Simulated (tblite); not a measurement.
Species: C6H6B (doublet state).
Atom-mapped SMILES: `[BH2:1][C:2]1=[CH:3][C@H:4]2[C@H:5]3[C:6]1[C@@H:7]23` (hydrogens: H8, H9 on B1; H10 on C3; H11 on C4; H12 on C5; H13 on C7)
Bond orders are those of one Lewis drawing.

Computed with GFN2-xTB (tblite), gas phase: L-BFGS steps from a force-field or distance-geometry start until the largest atomic force falls under 0.01 eV/Å.

Step 0: E = -459.2416 eV
```
atom  x, y, z in Å  |  force x, y, z in eV/Å
B1      0.0143   -1.5627    1.8892    0.008   0.429  -0.386
C2     -0.0062   -0.5624    0.6723    0.716  -1.832   3.086
C3     -0.8012   -0.6651   -0.3941   -0.849   0.144  -1.254
C4     -0.4738    0.4939   -1.2940    0.472  -0.440   1.129
C5     -0.0331    1.5155   -0.2695   -0.171   3.437   0.284
C6      0.8875    0.6384    0.5420   -2.521  -0.971  -2.687
C7      0.9890    0.6851   -0.9722    2.672   0.758  -1.325
H8     -0.7279   -2.4763    1.9127    0.123   0.183  -0.072
H9      0.7584   -1.3948    2.7901   -0.173  -0.018  -0.265
H10    -1.5624   -1.4289   -0.5718    0.445   0.445   0.051
H11    -0.8941    0.7857   -2.2698    0.184  -0.400   0.799
H12     0.2138    2.5645   -0.5496   -1.165  -0.423   0.853
H13     1.6314    1.4075   -1.5030    0.261  -1.313  -0.213
```

Step 1: E = -459.7129 eV
```
atom  x, y, z in Å  |  force x, y, z in eV/Å
B1      0.0144   -1.5566    1.8837    0.029  -0.274   0.459
C2      0.0040   -0.5886    0.7163   -0.793  -0.474  -0.712
C3     -0.8133   -0.6630   -0.4121    0.991   0.336   1.214
C4     -0.4670    0.4877   -1.2778    0.823   0.423   0.691
C5     -0.0356    1.5646   -0.2654    0.189  -0.160  -0.274
C6      0.8514    0.6246    0.5036   -1.542  -0.597  -1.580
C7      1.0271    0.6959   -0.9912   -0.220   0.226   0.154
H8     -0.7262   -2.4737    1.9117    0.116   0.185  -0.082
H9      0.7559   -1.3951    2.7863   -0.126  -0.021  -0.185
H10    -1.5560   -1.4225   -0.5710    0.015   0.106  -0.151
H11    -0.8914    0.7800   -2.2584    0.192  -0.460   0.859
H12     0.1971    2.5585   -0.5375   -0.698   1.052   0.406
H13     1.6351    1.3887   -1.5061    1.024  -0.340  -0.798
```

Step 2: E = -459.9115 eV
```
atom  x, y, z in Å  |  force x, y, z in eV/Å
B1      0.0149   -1.5591    1.8893   -0.023  -0.311   0.400
C2     -0.0055   -0.6046    0.7191   -0.413  -0.090  -0.549
C3     -0.8013   -0.6569   -0.3983    0.017  -0.289   0.482
C4     -0.4516    0.4924   -1.2615    0.336   0.410   0.031
C5     -0.0333    1.5777   -0.2686    0.013  -0.384  -0.487
C6      0.8151    0.6105    0.4659   -0.293  -0.354   0.038
C7      1.0358    0.7030   -0.9948   -0.443   0.243  -0.148
H8     -0.7238   -2.4698    1.9100    0.031   0.053  -0.040
H9      0.7531   -1.3955    2.7821    0.004   0.009  -0.023
H10    -1.5537   -1.4187   -0.5732    0.200   0.325  -0.138
H11    -0.8875    0.7708   -2.2409    0.166  -0.446   0.787
H12     0.1806    2.5734   -0.5270   -0.595   1.138   0.367
H13     1.6527    1.3772   -1.5199    1.000  -0.305  -0.719
```

**Question.** Estimate the geometry and energy of step 3. (The exact step hangs on the optimiser's Hessian estimate; all steps are aligned on step 2, rigid shifts and turns removed.)

**Answer.** E = -460.0372 eV, largest force 1.032 eV/Å
```
atom  x, y, z in Å  |  force x, y, z in eV/Å
B1      0.0146   -1.5659    1.8996   -0.052  -0.119   0.095
C2     -0.0164   -0.6190    0.7176   -0.062  -0.024  -0.067
C3     -0.7992   -0.6610   -0.3859   -0.238  -0.013  -0.312
C4     -0.4362    0.5024   -1.2508   -0.263  -0.213  -0.131
C5     -0.0328    1.5854   -0.2802    0.186   0.072  -0.447
C6      0.7858    0.5935    0.4433    0.621   0.101   0.818
C7      1.0378    0.7140   -1.0041   -0.231   0.393  -0.188
H8     -0.7217   -2.4665    1.9082   -0.097  -0.145   0.022
H9      0.7515   -1.3955    2.7791    0.140   0.031   0.160
H10    -1.5466   -1.4081   -0.5771   -0.080   0.065  -0.218
H11    -0.8815    0.7554   -2.2130   -0.041  -0.281   0.275
H12     0.1563    2.6045   -0.5115   -0.616   0.605   0.458
H13     1.6839    1.3612   -1.5428    0.734  -0.473  -0.466
```

The energy changes by -0.1257 eV. The first-order estimate −F·Δx gives -0.1930 eV and the mean of the old and new forces, exact on a quadratic surface, -0.1252 eV. The step makes an angle of 33° with the force vector and moves no atom by more than 0.042 Å.

What follows is the cost of the whole relaxation. Time: 0.16 s. Hardware: an Arm Neoverse V1 with one thread, no GPU, on a shared host.
